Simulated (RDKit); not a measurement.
Job for RDKit: UFF on CH4 (SMILES C).

```python
from rdkit import Chem
from rdkit.Chem import AllChem, rdDetermineBonds

blocks = [
'''5

C    -0.07214757    0.03071070   -0.15670475
H     0.04576111    0.26599455   -1.21319241
H    -0.64911593   -0.88962410   -0.06233894
H     0.91145090   -0.10370336    0.29224828
H    -0.59418863    0.84834177    0.33872734
''',
]
mol = None
for b in blocks:
    f = Chem.MolFromXYZBlock(b)
    rdDetermineBonds.DetermineBonds(f, charge=0)
    mol = f if mol is None else Chem.CombineMols(mol, f)
Chem.SanitizeMol(mol)
print(Chem.MolToSmiles(Chem.RemoveHs(mol)))
ff = AllChem.UFFGetMoleculeForceField(mol, vdwThresh=100.0, ignoreInterfragInteractions=False)
e = ff.CalcEnergy()
print(f'UFF energy {e:.6f} kcal/mol')
```

Output:

```
C
UFF energy 0.535236 kcal/mol
```

The run finished.

Cost: about 0.04 core-seconds (a rough figure).
